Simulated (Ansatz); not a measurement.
Gas-phase electronic energies from Ansatz, PBE0-D4/def2-TZVP geometries. CCSD(T)/CBS adds triple-zeta CCSD(T) − MP2 to the extrapolated MP2 energy (def2 sets, frozen cores). This one scheme is used for every species, atoms too. Functionals use def2-TZVPP. B3LYP here is the variant with VWN-RPA as its local correlation; programs differ in this. No spin–orbit coupling; open shells (•) take unrestricted orbitals. Spin–orbit coupling would lower the free atoms: a little for B, C, Si. Each species was taken in one conformer, which may not be the lowest.

`CBNC[SiH3]` → B• + 2 C• + 10 H• + N• + Si•  (atomization)

`CBNC[SiH3]`:

Cartesian coordinates in Å:
```
C 2.564 0.322 0.666
B 1.365 -0.024 -0.284
N 0.095 0.509 -0.085
C -1.098 0.242 -0.866
Si -2.414 -0.668 0.140
H 2.973 -0.591 1.113
H 2.309 1.009 1.479
H 3.388 0.765 0.097
H 1.501 -0.765 -1.223
H -0.059 1.124 0.701
H -1.517 1.169 -1.276
H -0.815 -0.376 -1.722
H -1.911 -2.008 0.540
H -2.714 0.114 1.371
H -3.667 -0.821 -0.649
```

```
             level  ΔE (kcal/mol)  difference from CCSD(T)/CBS
            PBE-D4         1317.1                         17.7
         r2SCAN-D4         1303.3                          3.9
           PBE0-D4         1303.9                          4.5
          B3LYP-D4         1307.9                          8.5
           ωB97X-V         1307.2                          7.8
           ωB97M-V         1307.4                          8.0
            B2PLYP         1291.0                         -8.4
               PBE         1310.6                         11.2
            r2SCAN         1301.6                          2.2
              PBE0         1298.4                         -1.0
             B3LYP         1297.5                         -1.9
     HF/def2-TZVPP          981.7                       -317.7
    MP2/def2-TZVPP         1276.5                        -22.9
SCS-MP2/def2-TZVPP         1281.1                        -18.3
   CCSD/def2-TZVPP         1255.5                        -43.9
CCSD(T)/def2-TZVPP         1269.7                        -29.7
     HF/def2-QZVPP          983.3                       -316.1
    MP2/def2-QZVPP         1294.1                         -5.3
SCS-MP2/def2-QZVPP         1301.3                          1.9
      HF/CBS(def2)          983.6                       -315.8
     MP2/CBS(def2)         1306.3                          6.9
    CCSD/CBS(def2)         1285.2                        -14.2
       CCSD(T)/CBS         1299.4                            0
```

Largest T1 diagnostic among the species: 0.014.

The D4 term adds +10.4 kcal/mol with B3LYP and +5.5 kcal/mol with PBE0; it sums over pairs of atoms, weighted by their polarisabilities, and B3LYP, whose exchange is more repulsive, gets the larger term. From PBE to PBE0 (25 % exact exchange), in def2-TZVPP and without D4, ΔE moves by −12.2 kcal/mol: exact exchange takes away binding that semilocal exchange gives to molecules.

For atomizations the MP2-based limit and the directly extrapolated one differ by several kJ/mol either way, and by 10 to 25 for some Ge, Se and Sn compounds, so smaller differences from it don't rank the levels.
